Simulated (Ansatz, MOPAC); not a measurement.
Species: CH₃Mg (charge 0, doublet). SMILES: [CH3][Mg]
Structure (B3LYP-D3(BJ)/def2-TZVP (Ansatz, an electronic-structure program) minimum search):
```
C
H 1 1.0928
H 1 1.0928 2 108.77
H 1 1.0928 2 108.77 3 -118.32
Mg 1 2.1296 2 110.16 3 120.84
```
Charge 0, spin multiplicity 2.

Wanted: vertical electron affinity to the singlet, in eV. Terms: each state is the SCF solution reached for its charge and spin; 6-311+G** with 5d, 6d on Na to Ar in Ansatz; no spin-orbit coupling; no dispersion term unless named; UHF or UKS for open shells; non-relativistic. Ab initio and DFT rows: single points at B3LYP-D3(BJ) geometries (Ansatz). Semi-empirical rows: differences of heats of formation at the shared geometry for vertical values. The spin state of an ion or metal species was assumed, not searched.

```csv
species,coefficient,"E at B3LYP/6-311+G** (Ansatz), Eh","E at PBE0/def2-TZVPD (Ansatz), Eh","heat of formation at PM3 (MOPAC), kcal/mol"
"charge -1, singlet",-1,-240.01733,-239.82677,-1.30
"charge 0, doublet",+1,-239.98685,-239.80385,27.44
```

 1 Eh = 27.2114 eV and 1 eV = 23.0605 kcal/mol.

Problem. Compute it at each level from the table.

Solution. 
- B3LYP/6-311+G**: the sum of coefficient times E is 0.03048 Eh, or 0.829 eV. Result: 0.83 eV.
- PBE0/def2-TZVPD: the sum of coefficient times E is 0.02292 Eh, or 0.624 eV. Result: 0.62 eV.
- PM3: the sum of coefficient times heat of formation is 28.74 kcal/mol, or 1.25 eV.
